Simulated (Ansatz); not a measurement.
Abridged output of a molecular run in Ansatz:

```
Functional definition: HF
1123 factors; integrals over basis functions are off by at most 6.8e-4 eV
mean field evaluation 1: about -74037.3146 eV, gradient 5.6e1 eV
mean field evaluation 2: about -74037.3865 eV, gradient 5.6e1 eV
mean field evaluation 4: about -74043.3624 eV, gradient 2.4e0 eV
mean field evaluation 8: about -74043.4177 eV, gradient 2.2e-1 eV
mean field -74043.41813201 eV, -2721.0454279198 hartree, gradient 1.5e-6 eV, S^2 0.000000; 0 other end points of the search recorded, 0 dependent functions left out
12 core orbitals not correlated: weight in the atoms' cores, before any rotation towards them, 1.000 or more for the frozen orbitals, at most 0.000 for the correlated occupied ones
reference -74043.41813201 eV, -2721.0454279198 hartree; 25, 25 occupied and 78, 78 virtual orbitals, 1123 factors
second order -28.48616525 eV of doubles, -0.00000000 eV of singles
cycle   1  -27.68467522 eV  change    8.0e-1 eV  update   1.7e-1
cycle   2  -28.42317927 eV  change   -7.4e-1 eV  update   6.9e-2
cycle   3  -28.62893078 eV  change   -2.1e-1 eV  update   3.0e-2
cycle   4  -28.61797375 eV  change    1.1e-2 eV  update   7.6e-3
cycle   5  -28.60662525 eV  change    1.1e-2 eV  update   2.6e-3
cycle   6  -28.60703125 eV  change   -4.1e-4 eV  update   1.0e-3
cycle   7  -28.60726081 eV  change   -2.3e-4 eV  update   3.3e-4
cycle   8  -28.60704156 eV  change    2.2e-4 eV  update   1.4e-4
cycle   9  -28.60710635 eV  change   -6.5e-5 eV  update   4.7e-5
cycle  10  -28.60715448 eV  change   -4.8e-5 eV  update   1.9e-5
perturbative correction -0.77919507 eV, -0.0286348907 hartree
Total energy: -74072.80448155 eV, -2722.1253563469 hartree
```

Its atoms:

```xyz
7

O     0.136   -1.512   -0.053
Zr    0.471    0.309    0.350
F     0.452    0.619    2.224
F     2.171    0.860   -0.288
Se   -1.389    1.720   -0.787
H     0.125   -2.460   -0.151
H    -1.966    0.465   -1.295
```

(1) Which basis set was used?
A. cc-pV(T+d)Z
B. def2-TZVPP
C. def2-QZVPP
D. def2-SVP

(2) Write the keys of the input that set method, charge and spin (a neutral closed shell needs none for the last two).

Answers

(1) D. It gives 115 functions.

(2) 
```yaml
correlation: {method: ccsd_t}
```
